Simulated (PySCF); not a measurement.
All numbers come from PBE in PySCF with Fe def2-SVPD, Cl def2-SVPD; no relativity; density-fitted integrals. Open shells, if any, are unrestricted.

Question: What spin state, shape and geometry does isolated [FeCl3]- take (every ligand bound to Fe)?

Answer: Formally Fe is in oxidation state +2, d6, with 4 unpaired electrons (the high-spin count). The Mulliken spin on Fe is 3.58. The polar-tensor charge on Fe, 1.04, is far below the formal one. The lowest minimum found is a quintet of D3h symmetry with Fe–Cl 2.245 Å (×3); Cl–Fe–Cl 120.0° (×3). Its harmonic wavenumbers are 89 (e'), 106 (a2''), 279 (a1'), 353 (e') cm⁻¹ and its dipole moment is 0.00 D about the centre of mass.

This need not be the most stable arrangement of these atoms. Other spin states or occupations of the open shell can lie lower. The lowest empty level of this anion is unbound, so it and the gap depend on the basis.
